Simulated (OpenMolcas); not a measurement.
# Mo4+: moving or changing the point charges

Mo4+ among 4 point charges of -2.5 e arranged as a tetrahedron (Td), 2.21 Å from the ion.

```
Program             : OpenMolcas
Method              : SS-CASPT2, IPEA 0.25 Eh, imaginary shift 0.1 Eh (closed shells correlated: 4s 4p)
Basis               : ANO-RCC-VDZP [6s5p3d1f]
Scalar Hamiltonian  : DKH2, point nucleus
Active space        : 2 electrons in 5 orbitals (4d)
State averaging     : 2S+1 = 3 even, 10 roots; 2S+1 = 1 even, 15 roots
Spin-orbit coupling : state interaction with AMFI integrals over the reference wave functions
```

Runs around this geometry, states (labels of Td). Energies in cm-1 above the lowest state or level, χT in cm3 K/mol.

| R (Å) | q (e) | Ground state | First state of that spin | First gap with spin-orbit (degeneracies) | χT at 300 K | First state of another spin |
| --- | --- | --- | --- | --- | --- | --- |
| 2.21 | -1.62 | 3A2 | 3T2 1690 | 1510 (3, 2) | 0.212 | 1E 9990 |
| 2.21 | -2.5 | 3A2 | 3T2 2610 | 2430 (3, 2) | 0.283 | 1E 10180 |
| 2.32 | -2.5 | 3A2 | 3T2 2190 | 1940 (3, 2) | 0.243 | 1E 10050 |

Taking the first state of the same spin as R^-n, n = -ln(2190 / 2610) / ln(2.32 / 2.21) = 3.6 between the shortest and longest distance.

Scaling the charges by -1.62 / -2.5 = 0.65 scales the first state of the same spin by 1690 / 2610 = 0.65; with fixed orbitals a first-order splitting would follow the charge.

Roots that are degenerate in the reference are averaged as groups; the widest CASPT2 spread within a group is 260 cm-1 (the 3-fold group of multiplicity 3 near 2190 cm-1 above the lowest state of its run, R = 2.32, q = -2.5). Shifts and gaps below about the spread of the groups concerned are not significant. Free-ion shares, where given, are those of the reference states; single-state CASPT2 does not remix them. Spin-orbit coupling mixes the spin-free states strongly: the lowest level takes only 68 % from its leading state, 3A2 (holds for R = 2.21, q = -1.62). The ground term spreads over less than 5000 cm-1, several times less than with real ligands, so orbital moments are less quenched and χT lies further from the spin-only value than at real sites (holds for R = 2.21, q = -1.62; R = 2.32, q = -2.5). Point charges carry no covalency, so the field is a model and not that of real ligands. No measured value stands beside these numbers.
